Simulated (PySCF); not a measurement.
# SeO₂: calculation against measurement

Isolated SeO₂, optimised in PySCF with density fitting and no spin–orbit coupling; def2 sets carry scalar-relativistic core potentials from Rb on. All levels below give a singlet of C2v symmetry: PBE0/def2-TZVP Se–O 1.599 Å (×2), O–Se–O 113.8°; PBE/def2-TZVP Se–O 1.632 Å (×2), O–Se–O 114.0°.

Counting electrons, selenium keeps 2 of its valence electrons outside its bonds, so the VSEPR class is AX2E1 and the expected shape is bent (C2v), as computed.

Measured fundamentals (Jacox, Vibrational and Electronic Energy Levels of Polyatomic Transient Molecules, as compiled in the NIST Chemistry WebBook) beside computed harmonic wavenumbers, in cm⁻¹:

```csv
mode as compiled,computed symmetry,measured,medium,PBE0/def2-TZVP,PBE/def2-TZVP
a1 sym. stretch,a1,920.8,gas,1011,919
a1 bend,a1,369.8,gas,385,353
b2 asym. stretch,b2,968,gas,1051,958
```

Problem. How close does each level come?

Solution. Mean absolute differences: PBE0/def2-TZVP 7.5 %, PBE/def2-TZVP 1.9 %. The mean ratio of measured to computed values at PBE/def2-TZVP is 1.020. Harmonic values should lie a little above fundamentals, yet here they lie below on average.

Problem. The measured dipole moment is 2.62 D (NIST CCCBDB Release 22 (SRD 101), experimental dipoles). What do the calculations give?

Solution. PBE0/def2-TZVP 2.80 D, PBE/def2-TZVP 2.63 D. The measured value is a vibrational average, and the basis lacks diffuse functions.
